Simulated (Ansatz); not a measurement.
Wavefunction ladder for Ge4H8 (`[GeH2]1[GeH2][GeH2][GeH2]1`)

Cartesian coordinates in Å:
```
Ge -0.106 -0.839 1.515
Ge -1.291 1.050 0.491
Ge 0.106 0.838 -1.515
Ge 1.292 -1.049 -0.491
H -0.991 -2.064 1.806
H 0.669 -0.484 2.797
H -1.130 2.384 1.241
H -2.792 0.805 0.250
H 0.991 2.064 -1.807
H -0.670 0.483 -2.797
H 1.132 -2.384 -1.241
H 2.792 -0.803 -0.249
```

Charge 0, multiplicity 1. Correlated methods include outer-core shells of Ge, which these sets cover unevenly. Scalar relativity is left out up to krypton. The structure was optimised at the PBE0-D4/def2-TZVP level. Frozen core, restricted reference, Ansatz 0.2.0.

```csv
basis,HF (Eh),MP2 corr.,CCSD corr.,(T),CCSD(T) total
def2-SVP,-8305.08475,-0.92967,-0.95239,-0.03050,-8306.06764
def2-TZVPP,-8306.14310,-1.03832,-1.07030,-0.04127,-8307.25467
def2-QZVPP,-8306.31030,-2.09375,–,–,–
```
